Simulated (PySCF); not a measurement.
B$_{2}$F$_{3}$, doublet, at a GFN2-xTB geometry; PySCF with M062X/def2-SVP.

Input for PySCF:
```python
from pyscf import gto, scf, dft

mol = gto.M(
    atom='''
F     2.288008   -0.251312   -0.037840
B     1.014821   -0.125523    0.086145
B    -0.536573    0.058266    0.013782
F    -1.153281    1.246682    0.141706
F    -1.400421   -0.958005   -0.159381
''',
    basis='def2-svp',
    charge=0,
    spin=1,
    verbose=4,
)

mf = dft.UKS(mol)
mf.xc = 'm062x'
mf.kernel()
mf.analyze()
```

What does PySCF print? Leave out banner, timings and long lists.


```
PySCF version 2.14.0

[INPUT] verbose = 4
[INPUT] num. atoms = 5
[INPUT] num. electrons = 37
[INPUT] charge = 0
[INPUT] spin (= nelec alpha-beta = 2S) = 1
[INPUT] symmetry False subgroup None
[INPUT] Mole.unit = angstrom
[INPUT] Symbol           X                Y                Z      unit          X                Y                Z       unit  Magmom
[...]
nuclear repulsion = 131.291254525365
number of shells = 30
number of NR pGTOs = 120
number of NR cGTOs = 70
basis = def2-svp
ecp = {}

******** <class 'pyscf.dft.uks.UKS'> ********
method = UKS
initial guess = minao
damping factor = 0
level_shift factor = 0
DIIS = <class 'pyscf.scf.diis.CDIIS'>
diis_start_cycle = 1
diis_space = 8
diis_damp = 0
SCF conv_tol = 1e-09
SCF conv_tol_grad = None
SCF max_cycles = 50
direct_scf = True
direct_scf_tol = 1e-13
number electrons alpha = 19  beta = 18
XC library pyscf.dft.libxc version 7.1.2
    S. Lehtola, C. Steigemann, M. J. T. Oliveira, and M. A. L. Marques,  SoftwareX 7, 1–5 (2018)
XC functionals = m062x
    Y. Zhao and D. G. Truhlar,  Theor. Chem. Acc. 120, 215 (2008)
    Y. Zhao and D. G. Truhlar,  Theor. Chem. Acc. 120, 215 (2008)
radial grids:
    Treutler-Ahlrichs [JCP 102, 346 (1995); DOI:10.1063/1.469408] (M4) radial grids

becke partition: Becke, JCP 88, 2547 (1988); DOI:10.1063/1.454033
pruning grids: <function nwchem_prune>
grids dens level: 3
symmetrized grids: False
atomic radii adjust function: <function treutler_atomic_radii_adjust>
small_rho_cutoff = 0
Set gradient conv threshold to 3.16228e-05
tot grids = 70880
init E= -349.44274601632

cycle= 1 E= -348.826896826716  delta_E= 0.616  |g|= 0.491  |ddm|= 1.93
cycle= 2 E= -348.809876058775  delta_E= 0.017  |g|= 0.588  |ddm|= 0.913
cycle= 3 E= -348.92328353626  delta_E= -0.113  |g|= 0.0311  |ddm|= 0.467
cycle= 4 E= -348.923824189509  delta_E= -0.000541  |g|= 0.0146  |ddm|= 0.0647
cycle= 5 E= -348.923956719885  delta_E= -0.000133  |g|= 0.00751  |ddm|= 0.0221
cycle= 6 E= -348.923996424998  delta_E= -3.97e-05  |g|= 0.00214  |ddm|= 0.011
cycle= 7 E= -348.924007164993  delta_E= -1.07e-05  |g|= 0.000599  |ddm|= 0.00901
cycle= 8 E= -348.924007746851  delta_E= -5.82e-07  |g|= 0.000187  |ddm|= 0.00206
cycle= 9 E= -348.924007809135  delta_E= -6.23e-08  |g|= 5.85e-05  |ddm|= 0.000804
cycle= 10 E= -348.924007814592  delta_E= -5.46e-09  |g|= 1.75e-05  |ddm|= 0.000245
cycle= 11 E= -348.924007815207  delta_E= -6.15e-10  |g|= 5e-06  |ddm|= 8.46e-05
[...]
converged SCF energy = -348.924007815251  <S^2> = 0.75259036  2S+1 = 2.0025887
Total Energy =                        -348.924007815250889
[...]
spin_pop of  1 B 3py       0.00029
spin_pop of  1 B 3pz       0.00074
spin_pop of  1 B 3dxy      0.00005
spin_pop of  1 B 3dyz      0.00001
spin_pop of  1 B 3dz^2    -0.00039
spin_pop of  1 B 3dxz      0.00153
spin_pop of  1 B 3dx2-y2   -0.00013
spin_pop of  2 B 1s        0.00000
spin_pop of  2 B 2s       -0.00046
spin_pop of  2 B 3s       -0.00006
spin_pop of  2 B 2px      -0.00629
spin_pop of  2 B 2py       0.00717
spin_pop of  2 B 2pz       0.22292
spin_pop of  2 B 3px      -0.00016
spin_pop of  2 B 3py       0.00009
spin_pop of  2 B 3pz       0.00149
spin_pop of  2 B 3dxy     -0.00002
spin_pop of  2 B 3dyz     -0.00013
spin_pop of  2 B 3dz^2    -0.00024
spin_pop of  2 B 3dxz      0.00245
spin_pop of  2 B 3dx2-y2    0.00002
spin_pop of  3 F 1s       -0.00000
spin_pop of  3 F 2s        0.00093
spin_pop of  3 F 3s        0.00006
spin_pop of  3 F 2px      -0.00312
spin_pop of  3 F 2py      -0.00203
spin_pop of  3 F 2pz       0.03467
spin_pop of  3 F 3px      -0.00003
spin_pop of  3 F 3py       0.00000
spin_pop of  3 F 3pz       0.00053
spin_pop of  3 F 3dxy     -0.00001
spin_pop of  3 F 3dyz     -0.00002
spin_pop of  3 F 3dz^2    -0.00001
spin_pop of  3 F 3dxz     -0.00000
spin_pop of  3 F 3dx2-y2   -0.00001
spin_pop of  4 F 1s       -0.00000
spin_pop of  4 F 2s        0.00094
spin_pop of  4 F 3s        0.00006
spin_pop of  4 F 2px      -0.00407
spin_pop of  4 F 2py      -0.00109
spin_pop of  4 F 2pz       0.03468
spin_pop of  4 F 3px      -0.00002
spin_pop of  4 F 3py      -0.00001
spin_pop of  4 F 3pz       0.00054
spin_pop of  4 F 3dxy     -0.00002
spin_pop of  4 F 3dyz     -0.00001
spin_pop of  4 F 3dz^2    -0.00001
spin_pop of  4 F 3dxz     -0.00001
spin_pop of  4 F 3dx2-y2    0.00000
 ** Mulliken Spin Density (per atom)  **
spin density of  0 F =      0.04926
spin density of  1 B =      0.66204
spin density of  2 B =      0.22677
spin density of  3 F =      0.03096
spin density of  4 F =      0.03097
 ** Mulliken pop alpha/beta on meta-lowdin orthogonal AOs **
 ** Mulliken pop       alpha | beta **
In total            19.00000 | 18.00000
 ** Mulliken atomic charges   ( Nelec_alpha | Nelec_beta ) **
charge of  0F =     -0.17069  (     4.60997      4.56072 )
charge of  1B =      0.34617  (     2.65793      1.99589 )
charge of  2B =      0.40413  (     2.41132      2.18455 )
charge of  3F =     -0.28979  (     4.66038      4.62941 )
charge of  4F =     -0.28982  (     4.66040      4.62943 )
Dipole moment(X, Y, Z, Debye):  2.19988, -0.24892,  0.01811
```
